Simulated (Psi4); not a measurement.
C$_{2}$H$_{8}$ClInN$_{2}$ (SMILES C[NH][In]([Cl])[NH]C), singlet, geometry from GFN2-xTB (such geometries of metal compounds can be far from the true shape) (core potentials on In); Psi4 with PBE/def2-TZVP.

Psi4 was given this input:
```
memory 2 GB

molecule {
0 1
In   -0.00757720   -0.02895550    0.15786402
Cl    0.66428027    2.13384776    0.65313006
N    -1.26589308   -0.33068598   -1.51824852
C    -1.88896120    0.85909761   -2.07316916
H    -1.99184325   -1.00263918   -1.27747365
H    -2.68954333    1.27985696   -1.45107022
H    -2.31476265    0.60802704   -3.04990219
H    -1.12363596    1.62375826   -2.22050639
N     1.23945484   -1.58343609    0.83094720
C     0.84174559   -2.95015553    0.53896089
H     1.39434443   -1.47918657    1.83154178
H     0.01396246   -3.32122847    1.15734162
H     1.70377110   -3.60560762    0.69949358
H     0.55458711   -3.01437041   -0.51161381
}

set {
  basis def2-tzvp
}

energy('pbe')
print_variables()
```

The log (banner, timings and long lists left out):

```
   => Loading Basis Set <=

    Name: DEF2-TZVP
    Role: ORBITAL
    Keyword: BASIS

    !!!  WARNING: ECP capability is in beta. Please check occupations closely.  !!!

         ---------------------------------------------------------
                                   SCF
               by Justin Turney, Rob Parrish, Andy Simmonett
                          and Daniel G. A. Smith
                              RKS Reference
         ---------------------------------------------------------

  ==> Geometry <==

    Molecular point group: c1
    Full point group: C1

    Geometry (in Angstrom), charge = 0, multiplicity = 1:

       Center              X                  Y                   Z               Mass
    ------------   -----------------  -----------------  -----------------  -----------------
         IN          -0.031077555375    -0.078558364443     0.119359749552   114.903878776000
         CL           0.640779914625     2.084244895557     0.614625789552    34.968852682000
         N           -1.289393435375    -0.380288844443    -1.556752790448    14.003074004430
         C           -1.912461555375     0.809494745557    -2.111673430448    12.000000000000
         H           -2.015343605375    -1.052242044443    -1.315977920448     1.007825032230
         H           -2.713043685375     1.230254095557    -1.489574490448     1.007825032230
         H           -2.338263005375     0.558424175557    -3.088406460448     1.007825032230
         H           -1.147136315375     1.574155395557    -2.259010660448     1.007825032230
         N            1.215954484625    -1.633038954443     0.792442929552    14.003074004430
         C            0.818245234625    -2.999758394443     0.500456619552    12.000000000000
         H            1.370844074625    -1.528789434443     1.793037509552     1.007825032230
         H           -0.009537895375    -3.370831334443     1.118837349552     1.007825032230
         H            1.680270744625    -3.655210484443     0.660989309552     1.007825032230
         H            0.531086754625    -3.063973274443    -0.550118080448     1.007825032230

  Running in c1 symmetry.

  Rotational constants: A =      0.06561  B =      0.04531  C =      0.02742 [cm^-1]
  Rotational constants: A =   1966.88260  B =   1358.50782  C =    822.11015 [MHz]
  Nuclear repulsion =  405.539604492924752

  Charge       = 0
  Multiplicity = 1
  Electrons    = 72
  Nalpha       = 36
  Nbeta        = 36

  ==> Algorithm <==

  SCF Algorithm Type is DF.
  DIIS enabled.
  MOM disabled.
  Fractional occupation disabled.
  Guess Type is SAD.
  Energy threshold   = 1.00e-06
  Density threshold  = 1.00e-06
  Integral threshold = 1.00e-12

  ==> Primary Basis <==

  Basis Set: DEF2-TZVP
    Blend: DEF2-TZVP
    Number of shells: 105
    Number of basis functions: 259
    Number of Cartesian functions: 293
    Spherical Harmonics?: true
    Max angular momentum: 3

  Core potential: DEF2-TZVP
    Number of shells: 4
    Number of ECP primitives: 18
    Number of ECP core electrons: 28
    Max angular momentum: 3

  ==> DFT Potential <==

   => LibXC <=

    Version 7.1.2
    S. Lehtola, C. Steigemann, M. J. T. Oliveira, and M. A. L. Marques,  SoftwareX 7, 1–5 (2018) (10.1016/j.softx.2017.11.002)

   => Composite Functional: PBE <=

    PBE GGA Exchange-Correlation Functional

    J.P. Perdew et. al., Phys. Rev. Lett., 77(18), 3865-3868, 1996

    Deriv               =              1
    GGA                 =           TRUE
    Meta                =          FALSE

    Exchange Hybrid     =          FALSE
    MP2 Hybrid          =          FALSE

   => Exchange Functionals <=

    1.0000     XC_GGA_X_PBE

   => Correlation Functionals <=

    1.0000     XC_GGA_C_PBE

   => LibXC Density Thresholds  <==

    XC_GGA_C_PBE:  1.00E-12
    XC_GGA_X_PBE:  1.00E-15

   => Molecular Quadrature <=

    Radial Scheme          =       TREUTLER
    Pruning Scheme         =           NONE
    Nuclear Scheme         =       TREUTLER

    Blocking Scheme        =         OCTREE
    BS radius alpha        =              1
    Pruning alpha          =              1
    Radial Points          =             75
    Spherical Points       =            302
    Total Points           =         300505
    Total Blocks           =           2280
    Max Points             =            256
    Max Functions          =            237
    Weights Tolerance      =       1.00E-15

   => Loading Basis Set <=

    Name: (DEF2-TZVP AUX)
    Role: JKFIT
    Keyword: DF_BASIS_SCF

  ==> Integral Setup <==

  SCF_SUBTYPE=INCORE selected. In-core MEM_DF algorithm will be used.
  Using in-core AOs.

  ==> MemDFJK: Density-Fitted J/K Matrices <==

    J tasked:                   Yes
    K tasked:                    No
    wK tasked:                   No
    Algorithm:                 Core
    Schwarz Cutoff:           1E-12
    Mask sparsity (%):      11.7768
    Fitting Condition:        1E-10

   => Auxiliary Basis Set <=

  Basis Set: (DEF2-TZVP AUX)
    Blend: DEF2-UNIVERSAL-JKFIT
    Number of shells: 232
    Number of basis functions: 794
    Number of Cartesian functions: 988
    Spherical Harmonics?: true
    Max angular momentum: 5

  Minimum eigenvalue in the overlap matrix is 8.9130476230E-04.
  Reciprocal condition number of the overlap matrix is 1.1168003492E-04.
    Using symmetric orthogonalization.

  ==> Pre-Iterations <==

  SCF Guess: Superposition of Atomic Densities via on-the-fly atomic UHF (no occupation information).

   -------------------------
    Irrep   Nso     Nmo
   -------------------------
     A        259     259
   -------------------------
    Total     259     259
   -------------------------

  ==> Iterations <==

                           Total Energy        Delta E     RMS |[F,P]|

   @DF-RKS iter SAD:  -839.15438517154905   -8.39154e+02   0.00000e+00
   @DF-RKS iter   1:  -839.31143438118283   -1.57049e-01   6.28999e-03 DIIS/ADIIS
   @DF-RKS iter   2:  -831.72691438772438    7.58452e+00   1.30323e-02 DIIS/ADIIS
   @DF-RKS iter   3:  -840.29005469283311   -8.56314e+00   2.79197e-03 DIIS/ADIIS
   @DF-RKS iter   4:  -840.45319644034350   -1.63142e-01   1.87650e-03 DIIS/ADIIS
   @DF-RKS iter   5:  -840.55910329473750   -1.05907e-01   3.31156e-04 DIIS/ADIIS
   @DF-RKS iter   6:  -840.56047594718734   -1.37265e-03   2.42771e-04 DIIS/ADIIS
   @DF-RKS iter   7:  -840.56152264866819   -1.04670e-03   1.53122e-04 DIIS/ADIIS
   @DF-RKS iter   8:  -840.56225786427785   -7.35216e-04   4.32455e-05 DIIS
   @DF-RKS iter   9:  -840.56231567144494   -5.78072e-05   9.86518e-06 DIIS
   @DF-RKS iter  10:  -840.56231869524822   -3.02380e-06   3.41498e-06 DIIS
   @DF-RKS iter  11:  -840.56231910250710   -4.07259e-07   8.89199e-07 DIIS
  Energy and wave function converged.

  ==> Post-Iterations <==

   Electrons on quadrature grid:
      Ntotal   =   71.9999458207 ; deviation = -5.418e-05

    Orbital Energies [Eh]
    ---------------------

    Doubly Occupied:

[...]
    Virtual:

[...]
     259A    125.179064

    Final Occupation by Irrep:
              A
    DOCC [    36 ]
    NA   [    36 ]
    NB   [    36 ]

  @DF-RKS Final Energy:  -840.56231910250710

   => Energetics <=

    Nuclear Repulsion Energy =            405.5396044929247523
    One-Electron Energy =               -2035.4038047914880281
    Two-Electron Energy =                 861.5561251411073727
    DFT Exchange-Correlation Energy =     -72.2542439450512148
    Empirical Dispersion Energy =           0.0000000000000000
    VV10 Nonlocal Energy =                  0.0000000000000000
    Total Energy =                       -840.5623191025071037

Computation Completed

Properties will be evaluated at   0.000000,   0.000000,   0.000000 [a0]

Properties computed using the SCF density matrix

 Multipole Moments:

 ------------------------------------------------------------------------------------
     Multipole            Electronic (a.u.)      Nuclear  (a.u.)        Total (a.u.)
 ------------------------------------------------------------------------------------

 L = 1.  Multiply by 2.5417464519 to convert [e a0] to [Debye]
 Dipole X            :          1.9429501           -2.7965370           -0.8535869
 Dipole Y            :          4.2604431           -5.2168759           -0.9564327
 Dipole Z            :         13.8265599          -13.5918555            0.2347045
 Magnitude           :                                                    1.3032499

 ------------------------------------------------------------------------------------

  Variable Map:
  ----------------------------------------------------------------------------
[...]
  Array Variable Map:
  ----------------------------------------------------------------------------
[...]
[...]
```
